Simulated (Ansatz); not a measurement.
The first iterations of a band of Br + FH5O4Ta (12 atoms, charge 0, multiplicity 1).

These are results of RKS PBE/def2-SVP in Ansatz, not measurements.

| Item | Value |
| --- | --- |
| movable images | 9 |
| climbing image | yes |
| spring | 5.0 eV/Å² |
| optimiser | quadratic models (default) |
| start path | through a guess of the saddle point |
| force threshold | 0.05 eV/Å |
| iteration limit | 60 |
| end points | relaxed |

Image 0:

```xyz
12
Properties=species:S:1:pos:R:3
Ta -0.388 -0.261 0.126
O 1.653 0.433 0.400
H 2.172 -0.061 1.066
O 0.247 -1.382 1.577
H -0.277 -2.101 1.974
O -0.001 -0.770 -1.660
H 0.283 -0.321 -2.474
O -0.777 1.519 0.363
H -0.148 2.343 0.668
F -2.122 -1.008 0.272
Br 1.442 3.321 1.080
H 1.758 1.481 0.630
```

Image 10:

```xyz
12
Properties=species:S:1:pos:R:3
Ta -0.110 0.513 0.214
O 2.039 -0.518 0.132
H 2.150 -0.914 1.021
O 0.043 -0.118 2.057
H -0.213 -1.004 2.369
O 0.139 0.591 -1.683
H 0.353 -0.054 -2.378
O -1.737 1.476 0.350
H -2.218 1.751 1.151
F -0.703 -1.300 -0.085
Br 1.484 2.488 0.707
H 2.615 0.282 0.167
```

| iteration | highest image above the first end (eV) | largest band force component (eV/Å) |
| --- | --- | --- |
| 1 | 9.553 | 58.941 |
| 2 | 1.654 | 8.734 |
| 3 | 1.454 | 5.537 |
| 4 | 1.003 | 3.057 |
| 5 | 0.645 | 0.875 |
| 6 | 0.573 | 0.959 |
| 7 | 0.530 | 0.855 |
| 8 | 0.514 | 0.596 |
| 9 | 0.498 | 0.342 |
| 10 | 0.490 | 0.243 |
| 11 | 0.479 | 0.261 |

Problem. Does the band converge within its limit, and where does its top end?

Solution. The forces met the threshold. It ended after 34 iterations with the highest image 0.308 eV above the first end. A vibrational analysis at the climbing image gives one clearly imaginary mode, 118i cm⁻¹: a first-order saddle point.

Time of the run: 14 min on 4 threads of Arm Neoverse V1 (shared host), peak memory 0.28 GiB.
